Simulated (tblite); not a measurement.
Species: CH9B4N.
Bonds: B1–B2, B2–N3, N3–B4, N3–B5, B5–C6. Hydrogens: H7, H8 on B1; H9 on B2; H10, H11 on B4; H12 on B5; H13, H14, H15 on C6.

Computed with GFN2-xTB (tblite), gas phase: L-BFGS steps from a force-field or distance-geometry start until the largest atomic force falls under 0.01 eV/Å.

Geometry at step 50:
```
atom  x, y, z in Å
B1     -1.6978   -1.2852    0.0653
B2     -1.3302    0.3119    0.0680
N3     -0.0317    0.9573   -0.0271
B4      0.1213    2.2985    0.4255
B5      1.1426    0.2435   -0.4595
C6      1.3258   -1.3052   -0.2374
H7     -2.0025   -1.8331    1.0693
H8     -1.8898   -1.8926   -0.9318
H9     -2.2461    1.0636    0.1114
H10     1.1755    2.8180    0.3974
H11    -0.8039    2.8546    0.8809
H12     2.0309    0.8651   -0.9173
H13     1.8836   -1.7888   -1.0343
H14     0.3907   -1.8479   -0.0938
H15     1.9271   -1.4518    0.6614
```

Task: What forces act on the atoms?

Result: 
```csv
atom,Fx (eV/Å),Fy (eV/Å),Fz (eV/Å)
B1,0.032,-0.044,-0.014
B2,-0.008,0.004,-0.130
N3,0.017,0.040,0.052
B4,0.004,0.036,-0.005
B5,0.008,-0.015,0.123
C6,0.000,-0.025,-0.014
H7,0.121,-0.003,-0.210
H8,-0.008,0.070,0.201
H9,0.045,-0.050,0.045
H10,-0.093,-0.046,-0.030
H11,0.047,0.051,-0.025
H12,-0.054,-0.041,0.028
H13,-0.027,-0.017,-0.114
H14,-0.042,0.023,0.038
H15,-0.042,0.017,0.055
```

The largest, 0.24 eV/Å, acts on H7; the rms over all components is 0.066 eV/Å. The forces sum to zero within rounding, as they must for an isolated molecule in no field.

Task: Give the force on H7 in Eh/bohr and in nN.

Result: 0.242 eV/Å ÷ 51.422 = 0.00471 Eh/bohr, and 0.242 eV/Å × 1.602 = 0.39 nN.

Task: How far is this geometry from the end of the optimisation?

Result: 0.102 eV above it, and 0.351 Å rms away after alignment. The bonds farthest from their final lengths, with half the difference of the two atoms' forces along the bond (positive lengthens):

| bond | now (Å) | final (Å) | force along bond (eV/Å) |
| --- | --- | --- | --- |
| N3–B5 | 1.441 | 1.433 | 0.00 |
| C6–H14 | 1.091 | 1.098 | +0.01 |
| B2–H9 | 1.186 | 1.179 | -0.03 |
| B2–N3 | 1.453 | 1.459 | +0.01 |
| B1–H7 | 1.184 | 1.178 | -0.10 |
| B1–H8 | 1.183 | 1.178 | -0.12 |

The angle farthest from its final value is B1–B2–N3, 129.3° against 124.0°.

The cost below is that of the whole relaxation. Time: 0.48 s. Hardware: an Arm Neoverse V2 with one thread, shared host with 96 logical CPUs at a one-minute load of 73.
